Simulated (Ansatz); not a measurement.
This geometry of C3H7NSi (12 atoms, charge 0, multiplicity 1) is a first-order saddle point.

Method: RHF/STO-3G (Ansatz).

```xyz
12
Properties=species:S:1:pos:R:3
N -0.649 1.435 0.103
C -0.137 0.098 -0.174
Si 0.982 -0.535 1.196
C -0.984 -0.813 -1.005
C 0.031 -0.318 -1.611
H -1.452 1.799 -0.393
H -0.256 2.013 0.833
H 1.577 -1.761 0.790
H 0.234 -0.749 2.387
H 2.006 0.416 1.467
H -1.871 -1.421 -1.039
H 0.595 -0.220 -2.522
```

Question: Which two structures does it join? (They come from a converged band through this point; their orientation in space is the band's.)

Answer: No bond is made or broken. The height of N1 over the plane of its neighbours goes from -0.43 to 0.44 Å.

Image 0:

```xyz
12
Properties=species:S:1:pos:R:3
N -0.771 1.394 0.315
C -0.172 0.090 -0.098
Si 0.969 -0.574 1.235
C -0.999 -0.795 -0.976
C -0.016 -0.224 -1.562
H -1.418 1.702 -0.430
H -0.019 2.104 0.309
H 1.617 -1.748 0.757
H 0.232 -0.894 2.410
H 1.954 0.402 1.554
H -1.850 -1.452 -1.020
H 0.551 -0.059 -2.461
```

Image 6:

```xyz
12
Properties=species:S:1:pos:R:3
N -0.802 1.466 -0.060
C -0.182 0.115 -0.234
Si 0.892 -0.501 1.184
C -0.944 -0.831 -1.118
C 0.078 -0.292 -1.657
H -1.350 1.453 0.818
H -0.043 2.143 0.130
H 1.405 -1.792 0.877
H 0.124 -0.574 2.380
H 1.976 0.395 1.401
H -1.798 -1.482 -1.181
H 0.721 -0.155 -2.508
```

Question: How far does it lie above each of them?

Answer: 42.4 kJ/mol above the first and 34.2 kJ/mol above the second. This is the barrier of this one path; another mechanism may lie lower. Limits of this set-up: minimal basis.

The run took 63 s on 1 CPU thread of a shared host.
